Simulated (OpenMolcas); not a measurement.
**d6 ions of charge +3 down a group on the Y site of Cs2NaYCl6**

| Property | Result |
| --- | --- |
| Program | OpenMolcas |
| Method | SS-CASPT2, IPEA 0.25 Eh, imaginary shift 0.1 Eh |
| Spin-orbit coupling | state interaction with AMFI integrals over the reference wave functions |

The d shell is active; CASPT2 correlates the ligand valence shells and the outer metal core. Each dopant is a cluster with its nearest anions in model potentials and point charges, with no relaxation. Distances were set from a Shannon-type radius of the metal (high-spin where two are listed) plus a fixed donor radius (Cl 1.76 Å), in hosts weighted 0.65 to 0.35 with the host's distance in the model lattice. Ligand basis ANO-RCC-VDZP, DKH2 Hamiltonian. States (labels of O, the rotations of Oh). Energies in cm-1 above the lowest state or level, χT in cm3 K/mol. Spin-only χT is S(S+1) / 2 for the spin of the ground state.

```
 Ion  Shell  R (Å)   Metal basis  Ground state  First state of that spin  First gap with spin-orbit (degeneracies)  χT at 300 K  First state of another spin  Spin-only χT
Rh3+    4d6  2.493  ANO-RCC-VTZP           1A1                     15860                              12600 (1, 2)        0.037              2S+1 = 3: 13300         0.000
Ir3+    5d6  2.503  ANO-RCC-VTZP           1A1                 1T1 17850                              12570 (1, 2)        0.036              2S+1 = 3: 14720         0.000
```

Below the highest spin of the shell: Rh3+, Ir3+. χT departs most from the spin-only value for Rh3+, by +0.037 cm3 K/mol.

Roots that are degenerate in the reference are averaged as groups; the widest CASPT2 spread within a group is 600 cm-1 (the 3-fold group of multiplicity 3 near 14700 cm-1 above the lowest state of its run, Ir3+). Shifts and gaps below about the spread of the groups concerned are not significant. Over all roots computed the reference weight is 0.61 to 0.65 in Rh3+, 0.63 to 0.66 in Ir3+; a low but even weight reflects the number of correlated electrons. Ligand-to-metal charge-transfer states are missing. With no ligand orbital active B as a rule stays too high, so bands that hang on it stand too high and its fall with covalency is understated. With one d shell and no ligand orbital active, 10Dq can be off by a tenth or more. The least metal-like active orbital is 71 % on the metal (Löwdin) and no ligand orbital is active, so the numbers are rough (holds for Rh3+). The least metal-like active orbital is 72 % on the metal (Löwdin) and no ligand orbital is active, so the numbers are rough (holds for Ir3+). No measured value stands beside these numbers; the geometry was set by hand and not optimised.

A state without a sure symmetry label is named by its multiplicity alone.
